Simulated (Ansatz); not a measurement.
Molecule: WF2, net charge 0, triplet state. The spin state was set by rule; other spins were not relaxed. SMILES: [F][W][F]
Coordinates optimised at B3LYP-D3(BJ)/def2-TZVP (Ansatz, a program for electronic structure):
```
W
F 1 1.8313
F 1 1.8313 2 180.00
```
Charge 0, spin multiplicity 3.

Computed values are from Ansatz. Correlated levels leave the core frozen unless marked. Open shells are spin-unrestricted. Spin-orbit coupling is left out. The frozen core is the preceding noble-gas configuration, with the filled d and f shells of earlier blocks. Past Kr the def2 sets carry scalar-relativistic core potentials. CBS(X,Y): correlation extrapolated as X^-3; Hartree-Fock from the larger set. [CCSD(T)-MP2]/basis is that difference in the basis named.

| Item | Result |
|---|---|
| atomisation energy De | 268.8 kcal/mol at RI-MP2/CBS(def2-TZVPPD,def2-QZVPPD)+[CCSD(T)-MP2]/def2-TZVPPD |
| vertical ionisation energy (to the quartet) | 8.22 eV at RI-MP2/CBS(def2-TZVPPD,def2-QZVPPD)+[CCSD(T)-MP2]/def2-TZVPPD |
| total energy | -266.2062 Eh at RI-MP2/CBS(def2-TZVPPD,def2-QZVPPD)+[CCSD(T)-MP2]/def2-TZVPPD |
| dipole moment | 0.00 D at CCSD(T)/def2-SVPD |
| T1 diagnostic | 0.024 at CCSD/def2-TZVPPD |
